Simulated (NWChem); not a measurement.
System: CBrF2, doublet; SMILES F[C](F)Br

Program: NWChem. Spin-unrestricted. In the optimisation the excess spin sits in a' (Cs, its own frame). The geometry was optimised at PBE-D3(BJ)/def2-SVP, spin-unrestricted. No stability test was run on the SCF state.

Problem. Order these by “highest occupied level (eV)”, lowest first: PBE0/def2-TZVP; PBE0/def2-SVPD; PBE0/def2-SVP.

Solution. PBE0/def2-SVPD (-7.55), PBE0/def2-TZVP (-7.41), PBE0/def2-SVP (-7.26)
